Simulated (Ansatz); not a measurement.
Reaction (redistribution): `[CH3][SnH2][CH2][AlH2]` + `BC1C[SiH2]1` → `[AlH2][CH]1C[SiH2]1` + `B[CH2][SnH2][CH3]`

Computed with Ansatz on PBE0-D4/def2-TZVP structures; ΔE is electronic, products minus reactants. CCSD(T)/CBS adds triple-zeta CCSD(T) − MP2 to the extrapolated MP2 energy (def2 sets, frozen cores). DFT in def2-TZVPP. Elements past krypton have def2 core potentials. For Sn outer-core shells are correlated without core-valence functions, which leaves a few kJ/mol of doubt a bond. Each species was taken in one conformer, which may not be the lowest.

| level | ΔE (kcal/mol) |
| --- | --- |
| PBE0-D4 | 3.8 |
| ωB97M-V | 3.7 |
| PBE0 | 3.8 |
| MP2/def2-QZVPP | 3.6 |

**Question.** What does CCSD(T)/CBS give? (Best estimate.)

**Answer.** Computed: +3.4 kcal/mol. The listed levels differ from it by 0.4, 0.3, 0.4, 0.2 kcal/mol.

Largest T1 diagnostic among the species: 0.012.

In def2-TZVPP, CCSD(T) changes the Hartree–Fock value by +1.4 kcal/mol (the triples alone add +0.2 kcal/mol) and MP2 by +1.7 kcal/mol.
